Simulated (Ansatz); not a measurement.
Computed with Ansatz on PBE0-D4/def2-TZVP structures; ΔE is electronic, products minus reactants. CCSD(T)/CBS is the MP2 limit (def2-TZVPP, def2-QZVPP) plus CCSD(T) − MP2 in def2-TZVPP, frozen cores. DFT in def2-TZVPP. One conformer a species, not always the lowest.

Reaction (isomerisation): `N=CC1(F)C[SiH2]1` → `NC1(F)C=C[SiH2]1`

`N=CC1(F)C[SiH2]1`:

Cartesian coordinates in Å:
```
N 0.039 2.309 1.127
C -0.192 1.404 0.276
C 0.145 -0.023 0.388
F 0.664 -0.351 1.615
C -0.860 -1.039 -0.166
Si 0.715 -0.986 -1.131
H 0.504 1.911 1.946
H -0.690 1.681 -0.659
H -1.799 -0.641 -0.536
H -0.986 -1.902 0.482
H 0.773 -0.290 -2.432
H 1.686 -2.074 -0.912
```

`NC1(F)C=C[SiH2]1`:

```xyz
12

N     0.086   -1.767   -0.080
C     0.440   -0.423   -0.283
F     1.635   -0.304   -1.036
C     0.571    0.382    0.990
C    -0.333    1.371    0.947
Si   -0.919    0.863   -0.738
H     0.802   -2.286    0.414
H    -0.141   -2.244   -0.941
H     1.291    0.155    1.777
H    -0.517    2.108    1.718
H    -0.596    1.768   -1.872
H    -2.318    0.377   -0.896
```

CCSD(T)/CBS gives -0.72 eV.

(1) Another level gave -0.69 eV. Which?
A. PBE0-D4/def2-TZVPP
B. CCSD/def2-TZVPP
C. HF/def2-TZVPP
D. PBE/def2-TZVPP

Largest T1 diagnostic among the species: 0.013.

Results:

(1) B. CCSD/def2-TZVPP -0.69, PBE0-D4 -0.65, HF/def2-TZVPP -0.79, PBE -0.55 eV.

In def2-TZVPP, CCSD(T) changes the Hartree–Fock value by +0.12 eV (the triples alone add +0.02 eV) and MP2 by +0.09 eV. From PBE to PBE0 (25 % exact exchange), in def2-TZVPP and without D4, ΔE moves by −0.09 eV.
